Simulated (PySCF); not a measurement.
Au2, SMILES [Au][Au], multiplicity 1.

Geometry optimised at PBE-D3(BJ)/def2-TZVPD. The spin state was assumed, not searched. The def2 effective core potentials stand for the cores of Au; spin–orbit coupling is left out.

Computed with PBE/def2-TZVPD (PySCF).

The molecule is in vacuum.

```yaml
total_energy: -271.57495 hartree
point_group: D∞h
highest_occupied_level: -6.33 eV
lowest_empty_level: -4.28 eV
orbital_gap: 2.04 eV
dipole_moment: 0.00 D
quadrupole, principal values (traceless, Buckingham form, about the centre of nuclear charge): -4.12, -4.12, 8.23 D·Å
mean_static_polarisability: 71.8 bohr³ (10.64 Å³)
polarisability_principal_values: 54.4, 54.4, 106.6 bohr³
```
